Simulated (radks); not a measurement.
The oxygen anion O2-, [Ne], held by a Watson sphere: a shell of charge +2 at radius R that stands for the Madelung well of a crystal (potential energy -2/R inside, -2/r outside, in hartree with lengths in bohr). All-electron calculation, non-relativistic Kohn-Sham, LB94 model potential, spin-unpolarised, spherical densities, point nucleus. Program: a radial shooting solver on a logarithmic mesh with Libxc functionals. Response by self-consistent Sternheimer equations with the Hartree and adiabatic LDA kernel. The sphere does not respond.

R (bohr)  e(1s) (eV)  e(2s) (eV)  e(2p) (eV)  <r> 2p (bohr)  sum of <r^2> (bohr^2)  X-ray form factor at sin(theta)/lambda = 0.3 1/angstrom  alpha (bohr^3)
2.31         -531.56     -25.175     -11.533          1.514                  22.59                                                    4.163           16.45
2.37         -531.42     -24.901     -11.284          1.525                  22.92                                                    4.157           17.30
2.43         -531.28     -24.635     -11.041          1.535                  23.25                                                    4.152           18.18
2.69         -530.66     -23.585     -10.060          1.577                  24.63                                                    4.137           22.43
2.75         -530.52     -23.363      -9.850          1.586                  24.94                                                    4.135           23.51
3.04         -529.85     -22.387      -8.907          1.627                  26.41                                                    4.130           29.33
3.94         -528.02     -20.121      -6.637          1.731                  30.74                                                    4.130           54.93
